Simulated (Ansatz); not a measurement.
Ga₆. Total charge 0; singlet. Geometry r2SCAN-D4/def2-SVP; atoms count from 1.

```xyz
6

Ga   -1.093   -1.211    1.320
Ga    0.154   -0.080   -1.838
Ga    0.726   -1.951   -0.266
Ga    0.051    1.653    1.292
Ga    1.868    0.909   -0.294
Ga   -1.706    0.679   -0.214
```

The restricted singlet is unstable towards broken spin symmetry in Hartree–Fock (as tested in another run); at PBE0-D4/def2-TZVP this wasn't settled. The structure comes from a short search, and lower isomers may exist.

(1) Estimate the Mulliken populations from the PBE0/def2-TZVP orbitals of Ansatz.

(2) And the Mayer bond orders between bonded heavy atoms (over 0.3)?

Answers

(1) 
| atom | charge (e) |
| --- | --- |
| Ga1 | 0.03 |
| Ga2 | -0.06 |
| Ga3 | 0.03 |
| Ga4 | 0.03 |
| Ga5 | 0.03 |
| Ga6 | -0.06 |
Mulliken values and Mayer orders depend strongly on the basis.

(2) Ga1–Ga3 0.68 (2.52 Å); Ga1–Ga6 0.68 (2.51 Å); Ga2–Ga3 0.68 (2.51 Å); Ga2–Ga5 0.68 (2.51 Å); Ga2–Ga6 0.60 (2.58 Å); Ga4–Ga5 0.68 (2.52 Å); Ga4–Ga6 0.68 (2.51 Å). Values over 0.3 also appear between atoms too far apart for a bond (Ga1–Ga2 0.34 at 3.58 Å; Ga1–Ga4 0.33 at 3.08 Å; Ga2–Ga4 0.34 at 3.58 Å; Ga3–Ga5 0.33 at 3.08 Å; Ga3–Ga6 0.33 at 3.58 Å; Ga5–Ga6 0.33 at 3.58 Å); they arise where an orbital or an unpaired electron spreads over both atoms.
